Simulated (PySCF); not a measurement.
C6H7NS: calculation and literature

Bonds (- single, = double, # triple, : aromatic): C1-S2 1.798 Å, S2-C3 1.753 Å, C3:C4 1.399 Å, C4:C5 1.395 Å, C5:N6 1.328 Å, N6:C7 1.333 Å, C7:C8 1.389 Å, C8:C3 1.403 Å. C1 carries H9, H10, H11; C4 carries H12; C5 carries H13; C7 carries H14; C8 carries H15.

Published estimates (parent shift plus substituent increments) and measurements: δ ¹³C C3 150.5; C5/C7 149.9; C4/C8 120.4 ppm (estimated from measurements, as parent shift plus tabulated substituent increment; solution, not stated per compound (mostly CDCl3 or CCl4); Pretsch, Buehlmann, Badertscher, Structure Determination of Organic Compounds, 4th ed. (2009)).

Fast rotation and ring inversion assumed for equivalent nuclei, one computed conformer, non-relativistic, in vacuum. PBE0/pcSseg-1 with gauge-including orbitals; PBE0-D3(BJ)/def2-SVP geometry; PySCF.

Q: What does the calculation give, and how does it compare?

A: 
Reference values: estimated from measurements, as parent shift plus tabulated substituent increment (solution, not stated per compound (mostly CDCl3 or CCl4); Pretsch, Buehlmann, Badertscher, Structure Determination of Organic Compounds, 4th ed. (2009)).
```json
{"atoms": "C3", "quantity": "δ ¹³C", "reference": "150.5", "computed": "157.1", "computed, scaled": "152.0"}
{"atoms": "C5/C7", "quantity": "δ ¹³C", "reference": "149.9", "computed": "155.0", "computed, scaled": "149.9"}
{"atoms": "C4/C8", "quantity": "δ ¹³C", "reference": "120.4", "computed": "122.7", "computed, scaled": "118.5"}
```

Computed shifts are σ(ref) − σ with the named reference compound (TMS for H and C) calculated as an isolated molecule at the same level. The measured values may be among those fitted. Empirical linear scaling, fitted to shifts measured mostly in CDCl3 for H and C (δ vs TMS): ¹³C: δ = 178.46 − 0.972σ (rms 2.0 ppm, 209 shifts, 2.2 ppm with the 3 outliers that the fit left out). A few per cent of atoms miss by over 2 rms, more outside the fitted compound classes.

Q: How far are the unscaled ¹³C shifts from the references?

A: Mean signed difference +4.67 ppm, mean absolute 4.67 ppm over 3 comparisons; the largest is +6.6 ppm at C3 (aromatic carbon bearing sulfur).
